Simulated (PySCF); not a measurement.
Gas-phase reaction: HfO2 + 2 NH2OH + 2 NH3 = Hf(NH2)4 + 4 OH

Computed with PySCF (xtb for GFN2) and rigid-rotor harmonic-oscillator thermochemistry at 1 bar. † marks an energy on the PBE0/def2-TZVP geometry and frequencies; other levels use their own. MP2 freezes the core. Open shells (unrestricted): OH (multiplicity 2, electronic degeneracy 4); the rest are closed-shell singlets. GFN2 has no spin-polarisation term. Spin-orbit splitting is ignored; it lowers the true energy and changes the entropy of OH. B3LYP is the form with VWN-RPA correlation. Hf: scalar-relativistic def2 core potential, no spin-orbit coupling. Hf(NH2)4: computed as isolated molecules; such fragments, hydroxides, amides, oligomers or adducts are transient or little studied in the gas. MP2 isn't extrapolated to the basis-set limit; its ΔH°(298 K) is 246.0 kJ in def2-SVP and 270.4 kJ in def2-TZVPP. The harmonic model lacks anharmonicity and excited electronic states, which grow with temperature; levels with a mode under 35 cm⁻¹ are left out. Internal rotation in NH2OH is treated as a harmonic vibration of one conformer, which makes the entropy rough. Soft modes under 120 cm⁻¹ make the harmonic entropy rough for Hf(NH2)4.

```json
[
 {"level": "B3LYP/def2-TZVP†", "ΔE electronic, kJ": "241", "ΔH°(298 K), kJ": "192", "ΔS°(298 K), J/K": "21", "ΔG°(2000 K), kJ": "22"},
 {"level": "GFN2-xTB", "ΔE electronic, kJ": "910", "ΔH°(298 K), kJ": "859", "ΔS°(298 K), J/K": "56", "ΔG°(2000 K), kJ": "620"},
 {"level": "M06-2X/def2-TZVP†", "ΔE electronic, kJ": "207", "ΔH°(298 K), kJ": "158", "ΔS°(298 K), J/K": "21", "ΔG°(2000 K), kJ": "-12"},
 {"level": "MP2/def2-SVP†", "ΔE electronic, kJ": "295", "ΔH°(298 K), kJ": "246", "ΔS°(298 K), J/K": "21", "ΔG°(2000 K), kJ": "76"},
 {"level": "PBE0/def2-TZVP", "ΔE electronic, kJ": "236", "ΔH°(298 K), kJ": "188", "ΔS°(298 K), J/K": "21", "ΔG°(2000 K), kJ": "18"},
 {"level": "ωB97M-V/def2-TZVP†", "ΔE electronic, kJ": "222", "ΔH°(298 K), kJ": "173", "ΔS°(298 K), J/K": "21", "ΔG°(2000 K), kJ": "4"},
 {"level": "ωB97X-V/def2-TZVP†", "ΔE electronic, kJ": "221", "ΔH°(298 K), kJ": "172", "ΔS°(298 K), J/K": "21", "ΔG°(2000 K), kJ": "2"}
]
```
ΔH° is lowest at M06-2X/def2-TZVP† and highest at GFN2-xTB. No reference value is set beside these.
